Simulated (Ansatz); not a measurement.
def2 core potentials replace the inner electrons of Sn. The geometry has C3v symmetry (within 0.05 Å) and had no frequency check at the DFT level, so a distortion to lower symmetry isn't ruled out.

Species: CCl$_{3}$F$_{3}$Sn, SMILES `F[C](F)(F)[Sn]([Cl])([Cl])[Cl]` (charge 0, multiplicity 1).

Give a relaxed geometry from PBE0-D3(BJ)/def2-SVP in Ansatz (a program for electronic structure).

the end point of this relaxation (outside a Z-matrix the atoms follow the SMILES, hydrogens last).
Z-matrix (Å, degrees):
```
Sn
C 1 2.2080
F 2 1.3272 1 110.29
F 2 1.3272 3 108.64 1 120.99
F 2 1.3272 3 108.64 4 118.02
Cl 1 2.3220 2 110.10 3 179.75
Cl 1 2.3220 2 110.10 3 -60.25
Cl 1 2.3220 2 110.09 3 59.75
```
